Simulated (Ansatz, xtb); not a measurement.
**C3H4BN: which of two isomers lies lower**

We compare a, `B/C=C\C#N`, a singlet, with b, `B/C=C/C#N`, a singlet. Both are isolated molecules in the gas phase, relaxed with B3LYP/def2-SVP; the shapes shown needn't be the lowest conformers.

a (Å):

```xyz
9

C    -1.5999   -1.7763   -0.7504
C    -2.4182   -1.3606   -1.7501
C    -2.9718   -0.0442   -1.8721
B    -1.1308   -0.8825    0.4300
N    -3.4505    1.0028   -2.0266
H    -1.4940    0.2633    0.4965
H    -0.4046   -1.3334    1.2791
H    -1.2733   -2.8204   -0.8213
H    -2.7143   -2.0426   -2.5575
```

b (Å):

```xyz
9

C    -2.0213   -1.4932   -0.5712
C    -2.1976   -0.4749   -1.4497
C    -3.2172   -0.4457   -2.4546
B    -0.8887   -1.4407    0.4854
N    -4.0388   -0.4068   -3.2751
H    -0.1638   -0.4761    0.5153
H    -0.7236   -2.3403    1.2692
H    -2.7077   -2.3450   -0.6416
H    -1.5385    0.4009   -1.4223
```

Quicker runs give these differences E(b) − E(a): GFN2-xTB −0.037 eV; HF/STO-3G −0.040 eV (at GFN2-xTB geometries); r2SCAN-D4/def2-SVP −0.048 eV (at GFN2-xTB geometries).

Problem. Estimate E(b) − E(a) at the level CCSD(T)/def2-SVP + ΔMP2/def2-TZVPP.

Solution. Too close to call at this level: CCSD(T)/def2-SVP + ΔMP2/def2-TZVPP gives E(b) − E(a) = −0.053 eV.

How the difference moves with the method:

```csv
level,geometry,E(b) − E(a) (eV),departure from the last row (eV),"job, with rough time for the two"
GFN2-xTB,GFN2-xTB,−0.037,+0.016,"optimisation, 0.1 s"
HF/STO-3G,GFN2-xTB,−0.040,+0.013,"single point, 0.18 s"
r2SCAN-D4/def2-SVP,GFN2-xTB,−0.048,+0.005,"single point, 1.4 s"
B3LYP/def2-SVP,B3LYP/def2-SVP,−0.064,−0.011,"optimisation, 14 s"
HF/def2-SVP,B3LYP/def2-SVP,−0.066,−0.012,part of the CCSD(T) run
MP2/def2-SVP,B3LYP/def2-SVP,−0.063,−0.010,part of the CCSD(T) run
CCSD(T)/def2-SVP,B3LYP/def2-SVP,−0.059,−0.006,single point
CCSD(T)/def2-SVP + ΔMP2/def2-TZVPP,B3LYP/def2-SVP,−0.053,,"single point, 10 s"
```

As drawn, both hold the same kinds of bond in the same numbers.

The largest departure from CCSD(T)/def2-SVP + ΔMP2/def2-TZVPP is that of GFN2-xTB, 0.016 eV. The last row adds to CCSD(T) the change of the MP2 difference between the two basis sets, here +0.006 eV.

With harmonic frequencies from B3LYP/def2-SVP (ideal gas, rigid rotor, one conformer each, 298.15 K, 1 atm): the zero-point term adds −0.002 eV; ΔH is −0.054 and ΔG −0.051 eV.

The correlated steps freeze 5 core orbitals. Programs: Ansatz 0.2.0, xtb 6.7.1; the last row on 2 threads of Intel(R) Xeon(R) 6975P-C (Granite Rapids) on a shared host.
